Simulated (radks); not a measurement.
Task: Coherent X-ray form factor from a spherical all-electron density. Calculated with a radial shooting solver on a logarithmic mesh with Libxc functionals: Dirac Kohn-Sham, PBE, spin-unpolarised, spherical densities, point nucleus.

sin(theta)/lambda (1/angstrom)  f0 (electrons)
0.05                                    45.197
0.1                                     43.084
0.15                                    40.256
0.2                                     37.211
0.25                                    34.253
0.3                                     31.533
0.4                                     27.014
0.5                                     23.667
0.6                                     21.204
0.8                                     17.701
1                                       14.882
1.25                                    11.765
1.5                                      9.289
2                                        6.462

The species is in the configuration that NIST lists as its ground one. Which atom or ion scatters so?

Result: Neutral palladium, [Kr] 4d10. Extrapolating in s^2 from the first two rows gives f0(0) = 45.9, near the electron count 46; among species with that count, the fall with angle is slower the higher Z, and the table is that of Z = 46; from so few rows the species is fixed only to a neighbour or two.
